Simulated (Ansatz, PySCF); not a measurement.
Stretching the Si1–F2 bond in FISi (SMILES F[Si]I) (multiplicity 1 held, fragments rigid). Energies count from the point at 1.610 Å.
Geometry at that point (charge 0, multiplicity 1):
```xyz
3

Si     0.725     1.019     1.189
F      1.161     2.164     0.144
I     -0.389    -0.637    -0.338
```

Restricted levels (R-, RO-) in cc, def2 and unpolarised 6-31G sets keep to the state of the molecule at rest. U- levels take the lowest unrestricted solution at each point, which mixes spins at long bonds. Left out are points that failed, MP2 points that dive below the minimum, coupled-cluster points behind a jump of the amplitudes or a sharp parting from full CI or MRCI, small-basis points behind a change of solution, and semi-empirical points at long bonds. Levels need not reach the same state.

Frozen-core correlation. Filled d and f shells under p-block atoms count as core. Rows in LANL2DZ carry no dispersion term and start afresh at each structure. LANL2DZ brings its own core potentials from Na on.

Run with Ansatz (a first-principles code); PySCF for LANL2DZ rows.  In def2 rows elements past Kr take small-core potentials, without spin–orbit coupling.

Energies in eV.

```csv
R (Å),U-HF/def2-TZVPP,R-PBE/def2-TZVPP,U-PBE/def2-TZVPP,R-B3LYP/LANL2DZ,U-B3LYP/def2-TZVPP,U-CCSD(T)/def2-TZVPP
1.288,2.71,3.27,3.27,4.28,3.10,3.07
1.449,0.33,0.62,0.62,1.05,0.53,0.50
1.610,0.00,0.00,0.00,0.00,0.00,0.00
1.771,0.47,0.21,0.21,-0.06,0.28,0.33
1.932,1.22,0.74,0.74,0.31,0.86,0.97
2.173,2.40,1.65,1.65,1.14,1.84,2.03
2.415,3.45,2.51,2.51,1.99,2.75,3.01
2.817,4.29,3.65,3.65,3.19,3.96,4.49
3.220,4.41,4.43,4.42,4.03,4.73,5.47
3.703,4.44,5.02,4.94,4.70,5.19,5.96
4.347,4.45,5.50,5.25,5.21,5.49,6.09
5.152,4.46,5.72,5.40,left out,5.66,6.09
```

Doubts at one or more of the structures used: a spin-contaminated determinant (U-HF/def2-TZVPP, U-PBE/def2-TZVPP, U-B3LYP/def2-TZVPP, U-CCSD(T)/def2-TZVPP); a restricted determinant that unrestricted orbitals would lower (R-PBE/def2-TZVPP, R-B3LYP/LANL2DZ); T1 above 0.05 (U-CCSD(T)/def2-TZVPP).
